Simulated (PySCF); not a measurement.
Consider `CSc1ccc2ccccc2c1` (C11H10S). Non-hydrogen atoms are numbered in `[CH3:1][S:2][c:3]1[cH:4][cH:5][c:6]2[cH:7][cH:8][cH:9][cH:10][c:11]2[cH:12]1`. These are map numbers, not IUPAC locants.

These are calculated values, ωB97X-D3(BJ)/ma-def2-SVP in PySCF (grid level 2) at geometries from PBE0-D3(BJ)/def2-SVP. Thermal corrections: GFN2-xTB frequencies, unscaled, ideal gas at 298.15 K and 1 bar, quasi-RRHO entropy. These were taken at the GFN2-xTB minima.

**Question.** What are the vertical and the adiabatic ionisation energy for forming the radical cation?

**Answer.** 7.79 eV vertical and 7.63 eV adiabatic, the latter with zero-point energy.

**Question.** Where does the unpaired spin of the relaxed radical cation sit?

**Answer.** S2 (sulfide sulfur) 0.35, C12 (aromatic carbon) 0.26, C8 (aromatic carbon) 0.21, C10 (aromatic carbon) 0.21 (intrinsic atomic orbital populations).

**Question.** What oxidation potential follows in DMF (IEF-PCM), on the absolute scale?

**Answer.** In the gas phase ΔG of oxidation is 7.611 eV, and solvation is -24.8 kJ/mol for the parent and -194.0 kJ/mol for the product, so the absolute potential is 5.86 V. The solvent is electrostatics only, on gas-phase structures; the absolute scale refers to an electron at rest in vacuum.

**Question.** How far is −ε(HOMO) from the vertical value by ΔSCF?

**Answer.** −ε(HOMO) = 8.06 eV, which is 0.27 eV above the ΔSCF value.

Known limits: ma-def2-SVP is a small basis, whose errors can reach tens of kJ/mol.
